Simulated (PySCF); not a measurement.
## Peak assignment

Molfile (atoms numbered from 1):
```
C5H5FP2
     RDKit          3D

 13 13  0  0  0  0  0  0  0  0999 V2000
    2.0307   -0.5075   -0.0536 C   0  0  0  0  0  0  0  0  0  0  0  0
    0.5442   -0.2867   -0.0392 C   0  0  0  0  0  0  0  0  0  0  0  0
    0.0844    1.0063    0.1547 C   0  0  0  0  0  0  0  0  0  0  0  0
   -1.2220    1.4459    0.1996 C   0  0  0  0  0  0  0  0  0  0  0  0
   -2.6893    0.5357    0.0394 P   0  0  0  0  0  0  0  0  0  0  0  0
   -2.0364   -1.0574   -0.1866 C   0  0  0  0  0  0  0  0  0  0  0  0
   -2.9965   -2.0163   -0.3354 F   0  0  0  0  0  0  0  0  0  0  0  0
   -0.4304   -1.7157   -0.2709 P   0  0  0  0  0  0  0  0  0  0  0  0
    2.2672   -1.5603   -0.1946 H   0  0  0  0  0  0  0  0  0  0  0  0
    2.4927    0.0616   -0.8604 H   0  0  0  0  0  0  0  0  0  0  0  0
    2.4756   -0.1744    0.8839 H   0  0  0  0  0  0  0  0  0  0  0  0
    0.8519    1.7628    0.2868 H   0  0  0  0  0  0  0  0  0  0  0  0
   -1.3765    2.5065    0.3586 H   0  0  0  0  0  0  0  0  0  0  0  0
  1  2  1  0
  2  3  1  0
  3  4  2  0
  4  5  1  0
  5  6  2  0
  6  7  1  0
  6  8  1  0
  8  2  2  0
  1  9  1  0
  1 10  1  0
  1 11  1  0
  3 12  1  0
  4 13  1  0
M  END
```

Level of theory: structure optimised with GFN2-xTB, shielding tensors at PBE0/pcSseg-1 (GIAO), in PySCF 2.14.0 with density-fitted response routines (non-relativistic, no solvent, averaged over atoms made equivalent by symmetry, fast rotation or ring inversion, a single conformation).

Referencing at the same level of theory: ¹³C (σ = 186.93 ppm), ¹H (σ = 31.72 ppm) vs TMS.

Q: Assign these signals to the numbered atoms. ¹³C{¹H} NMR (computed): δ 255.9 (C), 182.3 (C), 164.1 (CH), 138.6 (CH), 29.6 (CH3).

A: 
| δ (ppm) | atoms | environment | reason |
| --- | --- | --- | --- |
| 255.9 | C6 | aromatic carbon bearing fluorine | an ipso carbon deshielded by its heteroatom |
| 182.3 | C2 | substituted aromatic carbon | – |
| 164.1 | C4 | aromatic CH | – |
| 138.6 | C3 | aromatic CH | the aromatic region |
| 29.6 | C1 | methyl carbon on an aromatic ring | aliphatic region, no heteroatom directly attached |

Q: Assign these signals to the numbered atoms. ¹H NMR (400 MHz, computed): δ 9.25 (m, 1H), 8.26 (m, 1H), 3.02 (m, 3H).

A: 
| δ (ppm) | atoms | environment | reason |
| --- | --- | --- | --- |
| 9.25 | H13 | hydrogen on an aromatic CH | aromatic region |
| 8.26 | H12 | hydrogen on an aromatic CH | – |
| 3.02 | H9/H10/H11 | hydrogen on a methyl carbon on an aromatic ring | benzylic-type position, deshielded by the ring |

Splittings by ¹⁹F and ³¹P in the carbon and heteronuclear signals aren't shown, as no couplings were computed. Shifts are as computed. Against solution values, carbons near 30 ppm lie about +3 ppm off and those near 130 ppm about +5 ppm. Of 1211 compounds with measured shifts, 218 miss one by over three times the rms of a fit or turn the order of signals round; such compounds aren't used in these exercises. Multiplicities follow the n + 1 count of equivalent neighbours, as no J values were calculated; m marks all less simple cases, F and P coupling included.
